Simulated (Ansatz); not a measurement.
Consider the formal exchange of groups at a B–F bond: `O[B-]1(F)OC(C(F)(F)F)=CC(C(F)(F)F)=[O+]1` + CH₄ → `C[B-]1(O)OC(C(F)(F)F)=CC(C(F)(F)F)=[O+]1` + H–F.

Gas-phase electronic energies from Ansatz, PBE0-D4/def2-TZVP geometries. CBS: MP2 limit from def2 TZ/QZ plus the TZ coupled-cluster correction, frozen cores. This one scheme is used for every species. Functionals use def2-TZVPP. One conformer a species, not always the lowest.

| level | ΔE (kcal/mol) |
| --- | --- |
| CAM-B3LYP-D4 | 39.3 |
| ωB97X-V | 37.4 |
| revPBE | 37.7 |
| BLYP | 40.5 |

Question: What does CCSD(T)/CBS give? (Best estimate.)

Answer: The calculation gave: +35.2 kcal/mol. The listed levels differ from it by 4.1, 2.2, 2.5, 5.3 kcal/mol.

Largest T1 diagnostic among the species: 0.015.

At CCSD(T), def2-SVP lies +6.3 kcal/mol from the extrapolated value and def2-TZVPP +1.0 kcal/mol. Leaving LDA and LC-ωPBE aside and taking each functional with its dispersion term where it has one, the values, not all of them listed here, spread over 5.3 kcal/mol, from revPBE-D4 to B97M-V. The D4 term adds −2.1 kcal/mol with B3LYP and −1.3 kcal/mol with PBE0; it sums over pairs of atoms, weighted by their polarisabilities, and B3LYP, whose exchange is more repulsive, gets the larger term.

B3LYP here is the variant with VWN-RPA as its local correlation; programs differ in this.
